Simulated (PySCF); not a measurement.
Exercise with solution: chemical shift, span and skew from a shielding tensor

C₄H₅FSi, SMILES C#C/C(F)=C/[SiH3]. Atoms are numbered in the order given.

```xyz
11

C     -0.4699     3.1650     0.0000
C     -0.1943     1.9845     0.0000
C      0.1268     0.5958     0.0000
F      1.4440     0.3512     0.0000
C     -0.7406    -0.4249     0.0000
Si    -0.1897    -2.2155     0.0000
H     -0.7156     4.2116     0.0000
H     -1.8006    -0.1586     0.0000
H      0.6261    -2.5211    -1.2130
H      0.6261    -2.5211     1.2130
H     -1.4079    -3.0777     0.0000
```

Geometry: PBE0-D3(BJ)/def2-SVP. The structure was generated by enumeration; whether it is a known compound was not checked.

GIAO shieldings from PBE/pcSseg-1 (PySCF), non-relativistic, no solvent. The symmetric part of the tensor of C5 has the principal values -38.9, 98.8, 156.9 ppm. The same nucleus in TMS has σ = 182.0 ppm at this level (PySCF, at its B3LYP-D3(BJ)/def2-TZVP geometry).

### Question
Work out the isotropic shielding, the ¹³C shift against TMS, the span and the skew.

### Answer

σ(iso) = (σ11 + σ22 + σ33)/3 = 72.3 ppm. δ = σ(ref) − σ(iso) = 182.0 − (72.3) = 109.7 ppm.
Span Ω = σ33 − σ11 = 195.8 ppm. Skew κ = 3(σ(iso) − σ22)/Ω = -0.41. Tumbling in solution averages the tensor to δ; in a static solid the shielding alone would spread this spin-1/2 line over Ω.
